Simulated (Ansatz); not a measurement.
`O[CH2][In]([F])[F]` + H–F → `[F][In]([F])[F]` + CH₃OH at 298.15 K and 1 bar (ligand exchange at the In–C bond).

Computed with Ansatz on PBE0-D4/def2-TZVP structures; ΔE is electronic, products minus reactants. CCSD(T)/CBS is the MP2 limit (def2-TZVPP, def2-QZVPP) plus CCSD(T) − MP2 in def2-TZVPP, frozen cores. This one scheme is used for every species. def2 core potentials past Kr. For In outer-core shells are correlated without core-valence functions, which leaves a few kJ/mol of doubt a bond. Each species was taken in one conformer, which may not be the lowest.

| species | CCSD(T)/CBS energy (Eh) | H − E (kJ/mol) | S (J/(mol·K)) |
| --- | --- | --- | --- |
| `O[CH2][In]([F])[F]` | -504.47084 | 140.4 | 368.6 |
| H–F | -100.39570 | 33.5 | 173.6 |
| `[F][In]([F])[F]` | -489.26665 | 30.0 | 309.9 |
| CH₃OH | -115.61712 | 146.3 | 238.2 |

H − E and S are ideal-gas, rigid-rotor, harmonic terms from PBE0-D4/def2-TZVP, for one conformer and one mirror image of each species. 1 Eh = 2625.50 kJ/mol, R = 8.31446 J/(mol·K).

By hand: ΔE, ΔH, ΔS and ΔG.

ΔE = (-489.26665) + (-115.61712) − (-504.47084) − (-100.39570) = -0.01723 Eh = -45.2 kJ/mol. Δ(H − E) = 30.0 + 146.3 − 140.4 − 33.5 = 2.4, so ΔH = -42.8 kJ/mol. ΔS = 309.9 + 238.2 − 368.6 − 173.6 = 5.9 J/(mol·K). ΔG = -42.8 − 298.15 × (5.9)/1000 = -44.6 kJ/mol.

By hand: the equilibrium constant, and the temperature at which ΔG would vanish if ΔH and ΔS stayed fixed.

log₁₀ K = −ΔG/(RT ln 10) = 7.8. ΔH and −TΔS have one sign here, so there is no such temperature.

The number of gas molecules stays the same, so ΔS is small and ΔH decides. A doubt of 5 kJ/mol in ΔE shifts log₁₀ K by 0.9 here. Other conformers and mirror images would add mixing entropy, several J/(mol·K) or more a flexible species. Modes under 60 cm⁻¹, often nearly free rotors, make the harmonic entropy too high. These are equilibria of isolated gas molecules and say nothing of rates. Largest T1 diagnostic: 0.018 (customary marks: 0.02 for closed shells, 0.045 for open ones).

ΔS is within the doubt of such terms, so its sign, and with it that verdict, could turn.
